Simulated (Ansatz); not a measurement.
`C=C(C)[SiH2][SiH3]` + HI → `[SiH3][SiH2]I` + `C=CC` at 700 K and 1 bar (ligand exchange at the Si–C bond).

Calculated with Ansatz (gas phase, PBE0-D4/def2-TZVP geometries, no zero-point term in ΔE). CCSD(T)/CBS is the MP2 limit (def2-TZVPP, def2-QZVPP) plus CCSD(T) − MP2 in def2-TZVPP, frozen cores. Elements past krypton have def2 core potentials. For I outer-core shells are correlated without core-valence functions, which leaves a few kJ/mol of doubt a bond. One conformer a species, not always the lowest.

```csv
species,CCSD(T)/CBS energy (Eh),H − E (kJ/mol),S (J/(mol·K))
`C=C(C)[SiH2][SiH3]`,-698.30589,396.9,540.6
HI,-298.03592,34.6,231.7
`[SiH3][SiH2]I`,-878.63094,177.6,441.5
`C=CC`,-117.74610,260.0,340.6
```

H − E and S are ideal-gas, rigid-rotor, harmonic terms from PBE0-D4/def2-TZVP, for one conformer and one mirror image of each species. 1 Eh = 2625.50 kJ/mol, R = 8.31446 J/(mol·K).

Question: By hand: ΔE, ΔH, ΔS and ΔG.

Answer: ΔE = (-878.63094) + (-117.74610) − (-698.30589) − (-298.03592) = -0.03523 Eh = -92.5 kJ/mol. Δ(H − E) = 177.6 + 260.0 − 396.9 − 34.6 = 6.1, so ΔH = -86.4 kJ/mol. ΔS = 441.5 + 340.6 − 540.6 − 231.7 = 9.8 J/(mol·K). ΔG = -86.4 − 700 × (9.8)/1000 = -93.3 kJ/mol.

Question: By hand: the equilibrium constant, and the temperature at which ΔG would vanish if ΔH and ΔS stayed fixed.

Answer: log₁₀ K = −ΔG/(RT ln 10) = 7.0. ΔH and −TΔS have one sign here, so there is no such temperature.

The number of gas molecules stays the same, so ΔS is small and ΔH decides. A doubt of 5 kJ/mol in ΔE shifts log₁₀ K by 0.4 here. Other conformers and mirror images would add mixing entropy, several J/(mol·K) or more a flexible species. Modes under 60 cm⁻¹, often nearly free rotors, make the harmonic entropy too high. These are equilibria of isolated gas molecules and say nothing of rates. Largest T1 diagnostic: 0.012 (customary marks: 0.02 for closed shells, 0.045 for open ones).

ΔS is within the doubt of such terms, so its sign, and with it that verdict, could turn.
